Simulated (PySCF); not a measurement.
C3H5FGe.
SMILES: `[GeH2]([CH2]F)[C]#C`

Jobs on this species (10 atoms, 64 electrons) with PySCF (density fitting). Hardware of each: an Arm Neoverse V1 with one thread, on a shared host. Other jobs ran on the host; a repeat could differ by tens of per cent or more. Peak memory is the resident size of the whole Python process, interpreter and libraries included.

```csv
level and settings,work,basis functions,SCF cycles,wall time,peak memory
"delta-SCF UKS SCAN, pcX-2 on the ionised atom, pcseg-1 elsewhere, non-relativistic","ΔSCF core ionisation, 4 holes",139,?,?,?
"delta-SCF UKS HF, pcX-2 on the ionised atom, pcseg-1 elsewhere, spin-free X2C","ΔSCF core ionisation, 4 holes",139,68,21 s,0.56 GiB
"delta-SCF UKS B3LYP, pcX-2 on the ionised atom, pcseg-1 elsewhere, spin-free X2C","ΔSCF core ionisation, 4 holes",139,67,31 s,0.60 GiB
"delta-SCF UKS SCAN, pcX-2 on the ionised atom, pcseg-1 elsewhere, spin-free X2C","ΔSCF core ionisation, 4 holes",139,76,23 s,0.46 GiB
"delta-SCF UKS SCAN, def2-TZVP on the ionised atom, pcseg-1 elsewhere, spin-free X2C","ΔSCF core ionisation, 4 holes",125,76,21 s,0.42 GiB
"PBE0-D3(BJ)/def2-SVP, grid level 1",geometry optimisation from a GFN2-xTB start shaken at random,113,48,35 s,0.45 GiB
"delta-SCF UKS PBE, pcX-2 on the ionised atom, pcseg-1 elsewhere, spin-free X2C","ΔSCF core ionisation, 4 holes",139,73,14 s,0.46 GiB
"delta-SCF UKS SCAN, pcX-1 on the ionised atom, pcseg-1 elsewhere, spin-free X2C","ΔSCF core ionisation, 4 holes",118,75,19 s,0.42 GiB
"delta-SCF UKS PBE0, pcX-2 on the ionised atom, pcseg-1 elsewhere, spin-free X2C","ΔSCF core ionisation, 4 holes",139,67,31 s,0.65 GiB
```

Fill in the missing figures.

- delta-SCF UKS SCAN, pcX-2 on the ionised atom, pcseg-1 elsewhere, non-relativistic; ΔSCF core ionisation, 4 holes: 22 s, 0.47 GiB, 76 SCF cycles

What do all jobs in the table cost together?

About 3.6 min; the longest takes about 16 % of that, and about 2.5 times as long as the shortest.
